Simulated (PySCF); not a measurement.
# What a mistake does to a calculation on H10Si4

All numbers below are calculated, not measured. They come from PySCF 2.14.0, an open-source quantum chemistry program, on an isolated molecule that a program drew, which may never have been made. The molecule is H10Si4 (charge 0, singlet), drawn as the SMILES string `[SiH3][SiH2][SiH2][SiH3]`.

Each row is a Hartree-Fock (HF) and frozen-core CCSD(T) single point in the cc-pV(D+d)Z basis, meant for a local HF minimum. Run 1 is clean. Each other run has one planted mistake out of seven kinds, and not every kind appears here: one electron removed, one electron added, multiplicity raised by two, geometry at a saddle point, minimal basis STO-3G, one bond length entered in bohr, all coordinates scaled. The reference is restricted for singlets and unrestricted otherwise, and also for a bond in bohr. Adding or removing an electron swaps singlet and doublet. Electrons count all cores. HOMO and LUMO are orbital energies over both spins, the gradient is its largest component, and the lowest frequency (negative if imaginary) is given only where the gradient is small. Bond lengths are over the 13 bonds as drawn. T1 is the CCSD diagnostic: over 0.02 (restricted) or 0.045 (unrestricted) a single reference is doubtful.

Geometry of the clean run:
```xyz
14
H10Si4, angstrom
Si    0.8361    0.7298    1.6577
Si    0.1356   -1.1554    0.4058
Si   -2.1968   -1.1376   -0.0289
Si   -3.4858   -1.3643    1.9457
H     2.3004    0.6847    1.8859
H     0.5040    1.9769    0.9273
H     0.1493    0.7543    2.9719
H     0.4783   -2.3911    1.1570
H     0.8735   -1.1808   -0.8835
H    -2.5307   -2.2506   -0.9548
H    -2.5544    0.1407   -0.6971
H    -4.9327   -1.3680    1.6219
H    -3.2069   -0.2383    2.8698
H    -3.1458   -2.6343    2.6317
```

| run | electrons | basis functions | <S^2> | HOMO (eV) | LUMO (eV) | gradient (hartree/bohr) | lowest frequency (cm^-1) | mean bond (Å) | longest bond (Å) | T1 | HF (hartree) | CCSD(T) (hartree) | mistake |
|---|---|---|---|---|---|---|---|---|---|---|---|---|---|
| 1 | 66 | 142 | 0.000 | -10.24 | 3.04 | 3.9e-05 | 31 | 1.6886 | 2.373 | 0.0133 | -1161.55645 | -1162.07603 | no fault |
| 2 | 66 | 46 | 0.000 | -7.64 | 9.53 | 3.0e-02 | - | 1.6886 | 2.373 | 0.0037 | -1148.25909 | -1148.49303 | minimal basis STO-3G |
| 3 | 65 | 142 | 0.780 | -15.33 | -7.93 | 6.2e-02 | - | 1.6886 | 2.373 | 0.0222 | -1161.22220 | -1161.72336 | one electron removed |
| 4 | 66 | 142 | 2.020 | -3.83 | -2.30 | 3.4e-02 | - | 1.6886 | 2.373 | 0.0443 | -1161.33115 | -1161.85048 | multiplicity raised by two |
| 5 | 66 | 142 | 0.000 | -10.37 | 3.21 | 2.1e-02 | - | 1.6312 | 2.292 | 0.0132 | -1161.54195 | -1162.06140 | all coordinates scaled |
| 6 | 67 | 142 | 0.765 | 1.80 | 7.37 | 3.7e-02 | - | 1.6886 | 2.373 | 0.0774 | -1161.46608 | -1162.00995 | ? |

**Which mistake was planted in run 6, and what did it cost?**

It counts 67 electrons, one more than the clean run, at the same geometry and basis. So the mistake is: one electron added. Subtracting run 1 and multiplying by 627.51 kcal/mol a hartree, the energy moved by 56.7 kcal/mol in HF and 41.5 kcal/mol in CCSD(T).

Cautions from the logs. Run 6: T1 is over the limit, so its CCSD(T) energy is less reliable and the HOMO is above zero, so the electron isn't bound and the energy depends on the basis.
